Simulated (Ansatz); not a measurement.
`[CH3][Al]([CH3])[F]`, relaxed with RKS PBE0-D4/def2-TZVP in the Gaussian-basis code of Ansatz from a PBE-D4/def2-SVP geometry. The force threshold is 0.005 eV/Å; the program also tests the step.

Charge 0, multiplicity 1.

Start:

```xyz
10

C     1.580    0.655    0.446
Al    0.193   -0.320   -0.530
C    -1.701   -0.422   -0.055
F     0.661   -1.153   -1.923
H     2.588    0.529    0.002
H     1.350    1.742    0.466
H     1.626    0.327    1.506
H    -2.335   -0.021   -0.875
H    -1.946    0.140    0.869
H    -2.015   -1.477    0.094
```

| step | energy (eV) | largest force (eV/Å) | largest move (Å) |
| --- | --- | --- | --- |
| 1 | -11482.2206 | 0.545 | 0.000 |
| 2 | -11482.2555 | 0.335 | 0.020 |
| 3 | -11482.2622 | 0.048 | 0.018 |
| 4 | -11482.2623 | 0.007 | 0.002 |
| 5 | -11482.2623 | 0.002 | 0.001 |

End:

```xyz
10

C     1.567    0.652    0.443
Al    0.191   -0.317   -0.527
C    -1.691   -0.421   -0.057
F     0.654   -1.136   -1.893
H     2.558    0.522    0.001
H     1.347    1.725    0.466
H     1.616    0.326    1.487
H    -2.316   -0.026   -0.865
H    -1.928    0.135    0.853
H    -1.998   -1.460    0.093
```

Hardware: 2 threads of a server CPU on a shared host. Wall time 20 s, peak host memory 0.34 GiB.
